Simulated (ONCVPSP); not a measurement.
# Transferability test, ONCV potential for nitrogen

ONCVPSP 4.0.1 input, shortened (lines: element, Z, core and valence counts, functional; n l f; lmax; l rc ep ncon nbas qcut; lloc lpopt rc5 dvloc0; l nproj debl; icmod fcfact rcfact), PBE, scalar-relativistic:

```
  N 7.00    1    2        4      upf
    1    0    2.00
    2    0    2.00
    2    1    2.00
    2
    0    0.70    0.00    3    8    8.60
    1    2.10    0.00    3    7    7.70
    2    2.30    0.30    5    9    4.80
    4    1    0.50    3.00
    0    2    3.40
    1    2    2.30
    2    2    1.50
    0    0.00    0.00
```

Energies are relative to the spin-unpolarised reference configuration 2s2 2p2; without spin polarisation the order of configurations can differ from experiment.

```
valence configuration  charge  ΔE all-electron (eV)  error AE − PS (meV)
              2s2 2p3       0               -13.591                  +59
              2s2 2p1      +2                28.853                 +190
```

Problem. What are ΔE and the potential's error for 2s2 2p0?

Solution. ΔE = 75.935 eV all-electron; the error (AE − PS) is +1170 meV.

Problem. What are ΔE and the potential's error for 2s0 2p5?

Solution. ΔE = 9.449 eV all-electron; the error (AE − PS) is +233 meV.

Note: ghosts flagged at negative energy: d at -35.5 eV; GHOST(+) flagged for s at 418.0 eV. A true bound ghost makes a file unfit for plane-wave use.
